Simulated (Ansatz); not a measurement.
**How methods differ on SbH2 (SMILES [SbH2])**

The species is SbH2 (3 atoms), meant as a doublet with charge 0. As SMILES, `[SbH2]`. Geometry: relaxed at PBE0-D4/def2-TZVP.

```xyz
3

Sb    0.6598   -0.3463    0.3157
H     0.0467    1.2442    0.1632
H    -0.7173   -0.9627   -0.4921
```

Each level gives the electronic atomisation energy (eV). The values are calculated. Electronic energies at fixed atoms, without zero-point motion or spin-orbit coupling.

| level | kind | program | value (eV) | less FCI/STO-3G |
| --- | --- | --- | --- | --- |
| UHF/STO-3G | Hartree–Fock | Ansatz | 5.30 | -1.13 |
| UPBE/STO-3G | GGA | Ansatz | 7.80 | +1.37 |
| UB3LYP/STO-3G | global hybrid | Ansatz | 7.90 | +1.47 |
| UCAM-B3LYP/STO-3G | range-separated hybrid | Ansatz | 7.88 | +1.45 |
| UB2PLYP/STO-3G | double hybrid | Ansatz | 7.28 | +0.85 |
| RPA@PBE/STO-3G | RPA | Ansatz | 6.67 | +0.24 |
| UMP2/STO-3G | perturbation theory | Ansatz | 6.01 | -0.42 |
| UCCSD(T)/STO-3G | coupled cluster or CI | Ansatz | 6.43 | 0.00 |
| UCCSDT/STO-3G | coupled cluster or CI | Ansatz | 6.43 | 0.00 |
| FCI/STO-3G | exact in the basis | Ansatz | 6.43 | 0.00 |

FCI/STO-3G is exact within its basis and frozen core, so for wave-function methods in that basis the difference is their error; functionals converge differently with the basis, so for them it is only a difference. All-electron rows without a relativistic Hamiltonian named are non-relativistic. The values span 5.30 to 7.90 eV. All rows use very small basis sets, so even the best lies far from the true value. In the correlated wave-function rows the outer d shell of Sb is correlated, in sets not made for it.
